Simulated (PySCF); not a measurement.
Orbital picture of PrI

PBE at R = 2.981 Å; PySCF, spin-free X2C with a Gaussian nucleus, basis sets Pr x2c-SVPall, I x2c-SVPall. State: quintet, about 2.8 electrons in the 4f shell (Mulliken), real f orbitals that mix terms. Only the outer orbitals are listed, counted within each symmetry.

| spin | orbital | occ. | ε (eV) | on Pr (%) | main shells (%) |
| --- | --- | --- | --- | --- | --- |
| α | 21σ | 1 | -15.79 | 5 | 94 I s |
| α | 22σ | 1 | -6.43 | 18 | 82 I p, 8 Pr d |
| α | 12π | 1 | -5.85 | 10 | 90 I p |
| α | 12π | 1 | -5.85 | 10 | 90 I p |
| α | 23σ | 1 | -3.45 | 98 | 79 Pr s, 15 Pr d |
| α | 1φ | 1 | -2.57 | 100 | 99 Pr f |
| α | 24σ | 1 | -2.55 | 100 | 96 Pr f |
| α | 5δ | 1 | -2.54 | 100 | 82 Pr f, 18 Pr d |
| α | 6δ | 0 | -2.33 | 100 | 82 Pr d, 18 Pr f |
| α | 5δ | 0 | -2.23 | 100 | 99 Pr d |
| α | 13π | 0 | -1.97 | 96 | 79 Pr d, 15 Pr p |
| β | 21σ | 1 | -15.78 | 6 | 94 I s |
| β | 22σ | 1 | -6.34 | 15 | 84 I p |
| β | 12π | 1 | -5.84 | 8 | 92 I p |
| β | 12π | 1 | -5.83 | 8 | 92 I p |
| β | 23σ | 0 | -2.40 | 99 | 87 Pr s, 9 Pr d |
| β | 5δ | 0 | -1.30 | 100 | 98 Pr d |
| β | 5δ | 0 | -1.22 | 100 | 98 Pr d |

Which are the highest filled and the lowest empty level, where do they sit, and how wide is the gap?

Highest filled α 5δ at -2.54 eV (in %: 82 Pr f, 18 Pr d); lowest empty β 23σ at -2.40 eV (in %: 87 Pr s, 9 Pr d); the gap at PBE is 0.14 eV.

| Item | Value |
| --- | --- |
| bond order (Mayer) | 1.32 |
| ⟨S²⟩ | 6.003 |
| charge on Pr (Mulliken, basis-dependent) | 0.25 |
| charge on Pr (Löwdin, basis-dependent) | -0.07 |
| dipole moment (positive dipole means Pr(−)I(+)) | -4.63 D |
| polarisability along the bond | 171.2 bohr³ |
| polarisability across the bond | 174.1 bohr³ |

Spin–orbit coupling is left out. With d or f electrons several states lie close, and the lowest PBE0 determinant need not be the measured ground state.
